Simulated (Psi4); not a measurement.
Intermolecular potential of H4Si ··· BCl3 (SMILES [SiH4] and ClB(Cl)Cl). Monomers: optimised at B3LYP-D3(BJ) (def2-TZVP), held rigid. Orientation: lowest of the rigid-body minima from ten starts at GFN2-xTB. The monomers approach along the line of their centres of mass (distance R); nothing else relaxes.

Level of theory: SAPT0/jun-cc-pVDZ, frozen core run with Psi4.

Components in kJ/mol:

| R / Å | electrostatics | exchange | induction | dispersion | total |
|---|---|---|---|---|---|
| 3.15 | -35.08 | 101.39 | -15.03 | -27.72 | 23.56 |
| 3.34 | -20.38 | 59.04 | -8.48 | -20.25 | 9.94 |
| 3.54 | -11.47 | 33.03 | -4.63 | -14.67 | 2.26 |
| 3.77 | -5.92 | 16.71 | -2.31 | -10.23 | -1.76 |
| 4.00 | -3.07 | 8.34 | -1.16 | -7.22 | -3.11 |
| 4.14 | -2.06 | 5.43 | -0.77 | -5.86 | -3.27 |
| 4.47 | -0.83 | 1.95 | -0.29 | -3.66 | -2.84 |
| 4.81 | -0.35 | 0.67 | -0.11 | -2.32 | -2.11 |
| 5.28 | -0.12 | 0.15 | -0.03 | -1.30 | -1.30 |
| 6.00 | -0.04 | 0.02 | -0.01 | -0.59 | -0.61 |
| 6.95 | -0.01 | 0.00 | 0.00 | -0.24 | -0.25 |
| 8.27 | 0.00 | 0.00 | 0.00 | -0.08 | -0.09 |
